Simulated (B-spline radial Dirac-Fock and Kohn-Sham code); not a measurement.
**Tb³⁺: K-LL lines in intermediate coupling**

System: Tb³⁺ in the configuration 1s2 2s2 2p6 3s2 3p6 3d10 4s2 4p6 4d10 4f7 5s2 5p6 6s1 (an excited configuration).

The run's input, task.json:

```json
{"items": [{
  "Z": 65,
  "q": 3,
  "cfg": [[1, 0, 2], [2, 0, 2], [2, 1, 6], [3, 0, 2], [3, 1, 6], [3, 2, 10], [4, 0, 2], [4, 1, 6], [4, 2, 10], [4, 3, 7], [5, 0, 2], [5, 1, 6], [6, 0, 1]],
  "A": 159,
  "rrms": 5.06,
  "do": ["binding", "quiet", "double"]
}]}
```

Command: `python xray_run.py task.json out`

Method: multi-electron Dirac-Fock with separately optimised hole states, Breit and Lamb-shift corrections added in first order. Computed with a radial finite-basis atomic code. The two-hole levels come from diagonalising the Coulomb interaction among the jj configurations; intensities are independent-particle Coulomb rates. Kinetic energies are from the vacuum level. Correlation and solid-state effects are left out. Open outer shells are spectators and are not coupled to the holes. The rates lack the Breit term, which in heavy atoms raises K-L1L1 and K-L1L2. Labels follow the leading weight; the literature often keeps the label of the LS limit.

```
kinetic energy (eV)  J  leading jj holes (weight)  leading LS term (weight)  intensity (%)
            34321.4  0                L1L1 (1.00)                ¹S0 (1.00)           10.1
            34786.3  1                L1L2 (1.00)                ³P1 (0.60)           14.5
            34824.6  0                L1L2 (1.00)                ³P0 (1.00)            1.6
            35201.8  0                L2L2 (1.00)                ³P0 (0.64)            2.6
            35503.9  1                L1L3 (1.00)                ¹P1 (0.60)           12.0
            35571.8  2                L1L3 (1.00)                ³P2 (1.00)            2.9
            35959.0  2                L2L3 (1.00)                ¹D2 (0.69)           39.7
            35982.0  1                L2L3 (1.00)                ³P1 (1.00)            0.1
            36675.4  0                L3L3 (1.00)                ¹S0 (0.64)            2.3
            36718.2  2                L3L3 (1.00)                ³P2 (0.69)           14.2
```

The strongest line, by its leading LS label ¹D2, lies at 35959.0 eV. The mean weight of the leading component is 1.00 in jj and 0.79 in LS coupling, so jj labels describe these levels better.
